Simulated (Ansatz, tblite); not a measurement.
Removing and adding an electron: WO2F2. Charge 0, multiplicity 1. Geometry: PBE-D4/def2-SVP. Ansatz, gas phase; energy differences of separate SCF runs; the oxidised species was run as a doublet alone; the reduced species was run as a doublet alone.

| atom | x (Å) | y (Å) | z (Å) |
| --- | --- | --- | --- |
| W1 | 0.018 | 0.000 | 0.010 |
| O2 | -1.172 | 1.234 | 0.052 |
| O3 | -0.587 | -1.186 | -1.071 |
| F4 | 0.148 | -0.761 | 1.716 |
| F5 | 1.593 | 0.713 | -0.707 |

In the def2 sets W takes a core potential; there is no spin–orbit coupling. The xTB rows come from tblite.

```json
{"level": "GFN1-xTB", "−HOMO (eV)": "13.07", "vertical IE (eV)": "16.85", "−LUMO (eV)": "7.35", "vertical EA (eV)": "4.15", "HOMO–LUMO gap (eV)": "5.72", "IE − EA (eV)": "12.70", "remarks": "–"}
{"level": "GFN2-xTB", "−HOMO (eV)": "12.63", "vertical IE (eV)": "16.56", "−LUMO (eV)": "8.68", "vertical EA (eV)": "5.42", "HOMO–LUMO gap (eV)": "3.95", "IE − EA (eV)": "11.14", "remarks": "–"}
{"level": "PBE-D4/def2-TZVP", "−HOMO (eV)": "8.16", "vertical IE (eV)": "11.84", "−LUMO (eV)": "3.56", "vertical EA (eV)": "–", "HOMO–LUMO gap (eV)": "4.59", "IE − EA (eV)": "–", "remarks": "–"}
{"level": "PBE-D4/def2-TZVPD", "−HOMO (eV)": "8.19", "vertical IE (eV)": "–", "−LUMO (eV)": "3.61", "vertical EA (eV)": "0.38", "HOMO–LUMO gap (eV)": "4.59", "IE − EA (eV)": "–", "remarks": "HOMO above zero (-1 doublet)"}
{"level": "r2SCAN-D4/def2-TZVP", "−HOMO (eV)": "8.55", "vertical IE (eV)": "11.89", "−LUMO (eV)": "3.52", "vertical EA (eV)": "–", "HOMO–LUMO gap (eV)": "5.03", "IE − EA (eV)": "–", "remarks": "–"}
{"level": "r2SCAN-D4/def2-TZVPD", "−HOMO (eV)": "8.55", "vertical IE (eV)": "–", "−LUMO (eV)": "3.52", "vertical EA (eV)": "0.43", "HOMO–LUMO gap (eV)": "5.03", "IE − EA (eV)": "–", "remarks": "HOMO above zero (-1 doublet)"}
{"level": "PBE0-D4/def2-TZVP", "−HOMO (eV)": "9.82", "vertical IE (eV)": "12.01", "−LUMO (eV)": "2.85", "vertical EA (eV)": "–", "HOMO–LUMO gap (eV)": "6.97", "IE − EA (eV)": "–", "remarks": "–"}
{"level": "PBE0-D4/def2-TZVPD", "−HOMO (eV)": "9.83", "vertical IE (eV)": "–", "−LUMO (eV)": "2.87", "vertical EA (eV)": "0.69", "HOMO–LUMO gap (eV)": "6.96", "IE − EA (eV)": "–", "remarks": "HOMO above zero (-1 doublet)"}
```

   A HOMO above zero means that the electron is unbound at that level or that self-interaction error raises the level; the energy of removing that electron tells which. Raw xTB energy differences between charge states are shifted by several eV; the methods need an empirical correction for them.
